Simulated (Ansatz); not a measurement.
Worked example: ideal-gas entropy of SiNH4ClO (SMILES N[SiH](O)Cl)

A singlet with charge 0, relaxed at PBE/def2-SVP (Ansatz 0.2.0):

```xyz
8

N    -0.7874    0.8735   -0.2670
Si    0.5348   -0.2309   -0.1171
O     0.5734   -0.8899    1.4152
Cl    0.1791   -1.6481   -1.6103
H    -1.2383    0.9908   -1.1769
H    -0.7931    1.7450    0.2689
H     1.9248    0.2806   -0.3040
H    -0.3012   -1.1783    1.7354
```

Harmonic wavenumbers in cm⁻¹: 177, 208, 250, 309, 355, 401, 516, 716, 782, 800, 863, 898, 924, 1477, 2217, 3493, 3596, 3741.

Masses in u: N 14.007, Si 28.085, O 15.999, Cl 35.45, H 1.008. Take T = 298.15 K, p = 1 bar, R = 8.3145 J/(mol K), kT/hc = 207.22 cm⁻¹, rigid rotor and harmonic oscillator.

Task: Compute the standard molar entropy.

Result: 
1. Translation (Sackur–Tetrode): S = R[3/2 ln M + 5/2 ln T − 1.1517] with M = 97.573 gives 166.0 J/(mol K).
2. Rotation: principal moments 79.551, 153.752, 209.596 u Å² give A, B, C = 0.2119, 0.1096, 0.0804 cm⁻¹; the symmetry number is σ = 1; q = (√π/σ)√((kT/hc)³/ABC) = 122356; S = R(ln q + 3/2) = 109.9.
3. Vibration: with u = ν̃/207.22, each mode gives R[u/(eᵘ − 1) − ln(1 − e⁻ᵘ)]; the sum is 47.7, most from 177 cm⁻¹ (9.9), 208 cm⁻¹ (8.6), 250 cm⁻¹ (7.2).
4. Electronic: R ln 1 = 0.0, from the spin multiplicity alone.
5. Sum: 166.0 + 109.9 + 47.7 + 0.0 = 323.6 J/(mol K).

No measured value is set beside it here. Where a soft mode is a torsion, a harmonic oscillator describes it poorly.
